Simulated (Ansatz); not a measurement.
Job for Ansatz (a quantum-chemistry and plane-wave program): R-B3LYP-D3(BJ)/def2-TZVP on GeH2 (SMILES [GeH2]).

Ansatz 0.2 input:
```yaml
crystal:
  periodic: [false, false, false]
  atoms:
    - {symbol: Ge, position_ang: [0.07332460, 0.00277491, 0.77181724]}
    - {symbol: H, position_ang: [-0.06201184, -1.10729342, -0.41103293]}
    - {symbol: H, position_ang: [-0.02789713, 1.12820430, -0.39604413]}
basis:
  gaussian:
    orbitals: def2-TZVP
hamiltonian:
  xc: b3lyp
  dispersion: d3bj
relax: {f_tol: 0.003, max_steps: 120}
```

Program output:

```
WARN ansatz: RAYON_NUM_THREADS=1 ignored (pool sized by the plan → 1); use --threads N
Functional definition: B3LYP
integrals: 0.01 GiB planned
477 factors; their error is unknown
mean field: 0.13 GiB planned
mean field evaluation 1: about -56549.7664 eV, gradient 1.8e1 eV
mean field evaluation 2: about -56549.9686 eV, gradient 1.8e1 eV
mean field evaluation 4: about -56550.3789 eV, gradient 5.0e-1 eV
mean field evaluation 8: about -56550.5967 eV, gradient 3.6e-3 eV
mean field -56550.59669131 eV, -2078.1960970344 hartree, gradient 5.2e-5 eV, S^2 0.000000; 0 other end points of the search recorded, 0 dependent functions left out
the calculation of the forces begins
reference -56550.59686519 eV, -2078.1961034243 hartree; 17, 17 occupied and 43, 43 virtual orbitals, 477 factors
relax step   1: F+E_penalty+E_count = -56550.64252566 eV  Δ(F+E_penalty+E_count) = +0.000e0 eV  max|allowed force component| = 6.746e-1 eV/Å  Δτ_max = 0.0000 Å  (23 SCF iters, accepted)
these checks for a lower state are left out or cut short: starts, cluster_reference, orbital_swaps, neighbouring_geometries, increment
integrals: 0.01 GiB planned
477 factors; their error is unknown
mean field: 0.13 GiB planned
mean field evaluation 16: about -56550.5965 eV, gradient 8.2e-2 eV
mean field -56550.59646696 eV, -2078.1960887898 hartree, gradient 4.7e-5 eV, S^2 0.000000; 0 other end points of the search recorded, 0 dependent functions left out
the calculation of the forces begins
reference -56550.59663971 eV, -2078.1960951383 hartree; 17, 17 occupied and 43, 43 virtual orbitals, 477 factors
relax step   2: F+E_penalty+E_count = -56550.64201829 eV  Δ(F+E_penalty+E_count) = +5.074e-4 eV  max|allowed force component| = 2.426e-1 eV/Å  Δτ_max = 0.0831 Å  (23 SCF iters, rejected (line search))
these checks for a lower state are left out or cut short: starts, cluster_reference, orbital_swaps, neighbouring_geometries, increment
integrals: 0.01 GiB planned
477 factors; their error is unknown
mean field: 0.13 GiB planned
mean field -56550.61421592 eV, -2078.1967410522 hartree, gradient 3.5e-5 eV, S^2 0.000000; 0 other end points of the search recorded, 0 dependent functions left out
the calculation of the forces begins
reference -56550.61438921 eV, -2078.1967474202 hartree; 17, 17 occupied and 43, 43 virtual orbitals, 477 factors
relax step   3: F+E_penalty+E_count = -56550.65987101 eV  Δ(F+E_penalty+E_count) = -1.735e-2 eV  max|allowed force component| = 2.596e-2 eV/Å  Δτ_max = 0.0384 Å  (24 SCF iters, accepted)
these checks for a lower state are left out or cut short: starts, cluster_reference, orbital_swaps, neighbouring_geometries, increment
integrals: 0.01 GiB planned
477 factors; their error is unknown
mean field: 0.13 GiB planned
mean field -56550.61424757 eV, -2078.1967422150 hartree, gradient 3.6e-5 eV, S^2 0.000000; 0 other end points of the search recorded, 0 dependent functions left out
the calculation of the forces begins
reference -56550.61442086 eV, -2078.1967485836 hartree; 17, 17 occupied and 43, 43 virtual orbitals, 477 factors
relax step   4: F+E_penalty+E_count = -56550.65990555 eV  Δ(F+E_penalty+E_count) = -3.454e-5 eV  max|allowed force component| = 5.416e-4 eV/Å  Δτ_max = 0.0017 Å  (19 SCF iters, accepted)
integrals: 0.01 GiB planned
477 factors; their error is unknown
mean field: 0.13 GiB planned
mean field evaluation 32: about -56550.6142 eV, gradient 3.6e-5 eV
mean field -56550.61424757 eV, -2078.1967422150 hartree, gradient 3.6e-5 eV, S^2 0.000000; 1 other end points of the search recorded, 0 dependent functions left out
the calculation of the forces begins
reference -56550.61442086 eV, -2078.1967485836 hartree; 17, 17 occupied and 43, 43 virtual orbitals, 477 factors
Total energy: -56550.66007885 eV, -2078.1984264836 hartree
Atom 0 at     0.069512     0.002090     0.734068 Å, force    -0.000052     0.000080    -0.000531 eV/Å
Atom 1 at    -0.060350    -1.126425    -0.391769 Å, force     0.000030     0.000461     0.000231 eV/Å
Atom 2 at    -0.025746     1.148020    -0.377559 Å, force     0.000022    -0.000542     0.000300 eV/Å
Dipole moment:     0.006360    -0.000495     0.063208 e Å
```

The run converged.

Cost: roughly 2.2 core-seconds.
